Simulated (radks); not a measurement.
Question: Valence configurations of the mercury ion Hg+ (all share [Xe]). All-electron calculation, Dirac Kohn-Sham, LDA (Slater exchange, Perdew-Wang correlation), spin-unpolarised, spherical densities, finite nucleus; open shells are shared between the two j in proportion to 2j + 1; Fermi nuclear charge, rms radius 5.4648 fm. Program: a radial shooting solver on a logarithmic mesh with Libxc functionals. Order these by energy: 4f14 5d9 6s2; 4f14 5d10 6s1; 4f13.5 5d9 6s2 6p0.5; 4f14 5d10 6p1; 4f14 5d9 6s1 6p1; 4f14 5d10 6s0.5 6p0.5; 4f14 5d8.5 6s0.5 6p2; 4f13.5 5d10 6s1 6p0.5; 4f14 5d9 6s0.5 6p1.5; 4f13 5d10 6s2.

Answer: From the lowest, in eV above it: 4f14 5d10 6s1 0.000; 4f14 5d10 6s0.5 6p0.5 3.682; 4f14 5d9 6s2 4.720; 4f14 5d10 6p1 7.422; 4f14 5d9 6s1 6p1 12.625; 4f14 5d9 6s0.5 6p1.5 16.678; 4f14 5d8.5 6s0.5 6p2 24.192; 4f13.5 5d10 6s1 6p0.5 50.619; 4f13.5 5d9 6s2 6p0.5 56.907; 4f13 5d10 6s2 97.228. NIST lists [Xe] 4f14 5d10 6s1 as the ground configuration; this level of theory agrees among the configurations tried. The energies are those of spherical spin-averaged densities, not of single terms.
